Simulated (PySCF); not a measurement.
**Excitation energy of Mo by level of theory**

Mo [Kr] 4d5 5s1 (7S) → Mo [Kr] 4d5 5p1 (7P), as a difference of total energies. All numbers are calculated (PySCF 2.14, the spin-free X2C one-electron Hamiltonian (Gaussian nucleus), in aug-cc-pVTZ-DK (9s8p6d3f2g, 102 functions)). Correlated levels: valence: [Kr] frozen. The calculations carry no spin-orbit coupling.

| method | excitation energy (eV) |
| --- | --- |
| UHF | 2.874 |
| LDA | 3.415 |
| r2SCAN | 3.424 |
| BP86 | 3.346 |
| r2SCANh | 3.388 |
| wB97M-V | 3.076 |
| MP2 (valence) | 3.124 |
| SCS-MP2 (valence) | 2.958 |

Task: Estimate what PBE0 gives.

Result: 3.223 eV, closest to MP2 (valence) among the rows shown.

Task: Estimate what PBE gives.

Result: 3.306 eV, closest to BP86 among the rows shown.

A first-order spin-orbit estimate (lowest level to lowest level, LS coupling) adds -0.041 eV.
